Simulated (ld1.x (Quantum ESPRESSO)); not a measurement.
# S: TM pseudisation with LDA (PZ), non-relativistic reference atom.

| Item | Value |
| --- | --- |
| Element | S |
| Generator | ld1.x (Quantum ESPRESSO) 7.5 |
| Type | norm-conserving Troullier–Martins (Kleinman–Bylander form) |
| Functional | LDA (PZ) |
| Relativity | non-relativistic |
| Frozen core | [Ne] |
| Valence charge | 6 |
| Reference configuration | 3s2 3p4 |
| Partial waves | 3s (bound): rc 1.10 bohr; 3p (bound): rc 1.10 bohr; 3d channel at 0.3 Ry: rc 0.95 bohr |
| Local potential | the d channel |
| Core correction | none |

Question: Does the generator finish with these settings?

Answer: Yes, a potential is produced and its reference levels are reproduced.

Question: Estimate the cutoffs (Ry, on a coarse ladder) from which the occupation-weighted sum of valence levels, in a spherical-Bessel basis at the reference potential, stays within 10 and 1 mRy of its value at 400 Ry.

Answer: 100 Ry and 180 Ry.

Question: Does the potential have ghost states?

Answer: Ghost state, extra bound levels that the all-electron valence spectrum of the same l lacks: s at -61.3 eV. A true bound ghost makes a file unfit for plane-wave use.

Question: Tests: 3s2 3p3; 3s2 3p2; 3s2 3p1; 3s1 3p4; 3s2 3p4.3; 3s2 3p3.5; 3s0 3p6. Which has the largest error in its energy relative to the reference configuration, and how large is it?

Answer: 3s2 3p1, with +91 meV (all-electron minus pseudo) on +68.43 eV.
